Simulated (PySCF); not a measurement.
PySCF 2.14 output of an unrestricted BHandHLYP calculation on a single atom or ion in aug-cc-pVDZ-PP with ECP28MDF (5s5p4d2f, 54 functions), with a scalar-relativistic core potential:

```
SCF conv_tol = 1e-09
number electrons alpha = 10  beta = 6
    A. D. Becke.,  J. Chem. Phys. 98, 1372 (1993)
    Defined through Gaussian implementation.
cycle= 1 E= -94.3590793452891  delta_E= -0.00559  |g|= 0.0126  |ddm|= 0.176
cycle= 2 E= -94.3594025702918  delta_E= -0.000323  |g|= 0.00495  |ddm|= 0.0373
cycle= 3 E= -94.3596605099288  delta_E= -0.000258  |g|= 0.00539  |ddm|= 0.035
cycle= 4 E= -94.3597741292192  delta_E= -0.000114  |g|= 0.00537  |ddm|= 0.0133
cycle= 5 E= -94.3589582947914  delta_E= 0.000816  |g|= 0.00498  |ddm|= 0.139
cycle= 6 E= -94.3588879683143  delta_E= 7.03e-05  |g|= 0.00397  |ddm|= 0.0458
cycle= 7 E= -94.3588848411866  delta_E= 3.13e-06  |g|= 0.00413  |ddm|= 0.0144
cycle= 8 E= -94.3588928816888  delta_E= -8.04e-06  |g|= 0.000389  |ddm|= 0.00518
cycle= 9 E= -94.3588929534774  delta_E= -7.18e-08  |g|= 3.07e-05  |ddm|= 0.000418
cycle= 10 E= -94.3588929539565  delta_E= -4.79e-10  |g|= 1.31e-06  |ddm|= 4.32e-05
converged SCF energy = -94.3588929539565  <S^2> = 6.0076649  2S+1 = 5.003065
```

The run itself started from symmetry-adapted Hartree-Fock orbitals and held the occupation by maximum overlap, on a logarithmic radial grid, so the iterations belong to that start.

Task: Which element, charge and spin multiplicity is this?

Result: Ru (ruthenium, neutral), multiplicity 5; the state was [Kr] 4d6 5s2, high-spin 5D determinant (an excited configuration).

Energies and moments cover only the electrons outside the core potential.
